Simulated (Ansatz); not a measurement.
Reaction (ligand exchange at the Si–N bond): `C[SiH2][N](C)[AlH2]` + H₂Te → `C[SiH2][TeH]` + `C[NH][AlH2]`

Gas-phase electronic energies from Ansatz, PBE0-D4/def2-TZVP geometries. CCSD(T)/CBS adds triple-zeta CCSD(T) − MP2 to the extrapolated MP2 energy (def2 sets, frozen cores). DFT in def2-TZVPP. B3LYP here is the variant with VWN-RPA as its local correlation; programs differ in this. def2 core potentials past Kr. For Te outer-core shells are correlated without core-valence functions, which leaves a few kJ/mol of doubt a bond. One conformer a species, not always the lowest.

Is it downhill or uphill in electronic energy at CCSD(T)/CBS, and by how much? (Best estimate.)

The calculation gave: Downhill: ΔE = -2.7 kcal/mol.

What do these levels give: r2SCAN-D4, B3LYP-D4, ωB97X-V, ωB97M-V, PBE, HF/def2-TZVPP, MP2/def2-TZVPP, CCSD/def2-TZVPP, HF/def2-QZVPP, SCS-MP2/def2-QZVPP, HF/CBS(def2), CCSD/CBS(def2)? (Best estimate.)

Computed: r2SCAN-D4 -3.0, B3LYP-D4 -2.1, ωB97X-V -2.0, ωB97M-V -1.6, PBE -5.6, HF/def2-TZVPP -2.4, MP2/def2-TZVPP -2.1, CCSD/def2-TZVPP -1.0, HF/def2-QZVPP -2.2, SCS-MP2/def2-QZVPP -2.3, HF/CBS(def2) -2.2, CCSD/CBS(def2) -2.8 kcal/mol.

Largest T1 diagnostic among the species: 0.012.

The D4 term adds +1.6 kcal/mol with B3LYP and +0.9 kcal/mol with PBE0; it sums over pairs of atoms, weighted by their polarisabilities, and B3LYP, whose exchange is more repulsive, gets the larger term.
